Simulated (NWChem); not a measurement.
System: CH$_{3}$Si cation

Here is an NWChem input.

```
start job
memory heap 200 mb stack 900 mb global 1100 mb
charge 1
geometry units angstroms noautosym nocenter noautoz
  C     -0.082991    -0.000000     1.044646
  Si     0.339235    -0.000000    -0.619520
  H      0.016826    -0.924250     1.640100
  H      0.016826     0.924250     1.640100
  H     -0.462589     0.000000    -1.873376
end
basis spherical
  * library 6-31g*
end
dft
  xc m05-2x
  iterations 150
end
cosmo
  do_cosmo_smd true
  solvent methanol
end
task dft energy
```

Parts of the log:

```
             Northwest Computational Chemistry Package (NWChem) 7.3.0
             --------------------------------------------------------

                             Geometry "geometry" -> ""
                             -------------------------

 Output coordinates in angstroms (scale by  1.889725989 to convert to a.u.)

  No.       Tag          Charge          X              Y              Z
 ---- ---------------- ---------- -------------- -------------- --------------
    1 C                    6.0000    -0.08299100     0.00000000     1.04464600
    2 Si                  14.0000     0.33923500     0.00000000    -0.61952000
    3 H                    1.0000     0.01682600    -0.92425000     1.64010000
    4 H                    1.0000     0.01682600     0.92425000     1.64010000
    5 H                    1.0000    -0.46258900     0.00000000    -1.87337600

 Effective nuclear repulsion energy (a.u.)      44.2911559852

                                 NWChem DFT Module
                                 -----------------

 Summary of "ao basis" -> "ao basis" (spherical)
 ------------------------------------------------------------------------------
       Tag                 Description            Shells   Functions and Types
 ---------------- ------------------------------  ------  ---------------------
 C                           6-31g*                  6       14   3s2p1d
 Si                          6-31g*                  8       18   4s3p1d
 H                           6-31g*                  2        2   2s

 in cosmo_initialize ...
 calling solv_data for solv:methanol

 solvent parameters
 solvname_short: methanol
 solvname_long:  methanol
 dielec:       32.6130
 dielecinf:     1.7657
 nonaqueous SMD model solvent descriptors
 dielec:       32.6130
 sola:          0.4300
 solb:          0.4700
 solc:          0.0000
 solg:         31.7700
 solh:          0.0000
 soln:          1.3288

          ---------------
          -cosmo- solvent
          ---------------
 Cosmo: York-Karplus, doi: 10.1021/jp992097l
 dielectric constant -eps-     =  32.61
 screen = (eps-1)/(eps    )    =   0.96934
 surface charge correction     = lagrangian

   van der Waals surface
 --------------------------

[...]

                                COSMO-SMD solvation results
                                ---------------------------

             internal energy in gas <Psi(g)|H|Psi(g)> =      -328.941947657642
         internal energy in solvent <Psi(s)|H|Psi(s)> =      -328.941736771137
                               delta internal energy  =         0.000210886505 (    0.13 kcal/mol)
   total free energy in solvent <Psi(s)|H+V/2|Psi(s)> =      -329.042829203048
 polarization energy contribution <Psi(s)|V/2|Psi(s)> =        -0.101092431911 (  -63.44 kcal/mol)
    total free energy in solvent including G(SMD-CDS) =      -329.041744046556
                       G(SMD-CDS) energy contribution =         0.001085156493 (    0.68 kcal/mol)
     1 M fixed-concentration free energy of solvation =        -0.099796388913 (  -62.62 kcal/mol)

                       DFT Final Molecular Orbital Analysis
                       ------------------------------------

 Vector    9  Occ=2.000000D+00  E=-5.444823D-01
              MO Center= -2.5D-02, -1.2D-09,  1.2D+00, r^2= 1.2D+00
   Bfn.  Coefficient  Atom+Function         Bfn.  Coefficient  Atom+Function
  ----- ------------  ---------------      ----- ------------  ---------------
     4      0.468032  1 C  py                 8      0.254634  1 C  py
    33     -0.227416  3 H  s                 35      0.227416  4 H  s
    34     -0.117694  3 H  s                 36      0.117694  4 H  s
    22      0.099436  2 Si py                18     -0.044654  2 Si py
    29      0.034167  2 Si d -1

 Vector   10  Occ=2.000000D+00  E=-4.964052D-01
              MO Center= -5.9D-02,  1.0D-09, -1.4D-01, r^2= 2.6D+00
   Bfn.  Coefficient  Atom+Function         Bfn.  Coefficient  Atom+Function
  ----- ------------  ---------------      ----- ------------  ---------------
    23      0.454203  2 Si pz                 5     -0.384269  1 C  pz
    37     -0.219445  5 H  s                 38     -0.196336  5 H  s
    19     -0.180094  2 Si pz                 9     -0.153876  1 C  pz
    33     -0.110721  3 H  s                 35     -0.110721  4 H  s
    34     -0.071058  3 H  s                 36     -0.071058  4 H  s

 Vector   11  Occ=2.000000D+00  E=-3.577258D-01
              MO Center=  2.9D-01, -2.7D-09,  1.3D-01, r^2= 2.2D+00
   Bfn.  Coefficient  Atom+Function         Bfn.  Coefficient  Atom+Function
  ----- ------------  ---------------      ----- ------------  ---------------
    21      0.452557  2 Si px                 3      0.340325  1 C  px
     7      0.267637  1 C  px                20      0.219895  2 Si s
    25      0.189882  2 Si px                17     -0.168092  2 Si px
    24      0.144631  2 Si s                  5      0.130797  1 C  pz
     6     -0.119960  1 C  s                 16     -0.085815  2 Si s

 Vector   12  Occ=0.000000D+00  E=-1.223105D-01
              MO Center=  2.9D-01, -3.9D-08, -1.1D-01, r^2= 3.0D+00
   Bfn.  Coefficient  Atom+Function         Bfn.  Coefficient  Atom+Function
  ----- ------------  ---------------      ----- ------------  ---------------
    24      0.461042  2 Si s                  7     -0.436593  1 C  px
    38     -0.427661  5 H  s                  3     -0.406352  1 C  px
    21      0.308313  2 Si px                20      0.240470  2 Si s
    37     -0.163014  5 H  s                 23     -0.141601  2 Si pz
    25      0.136964  2 Si px                27     -0.124746  2 Si pz

[...]
```

Level: M05-2X/6-31G* (spherical d), SMD on the gas-phase geometry. Geometry: optimised at PBE0/def2-SVP. Solvent: methanol.
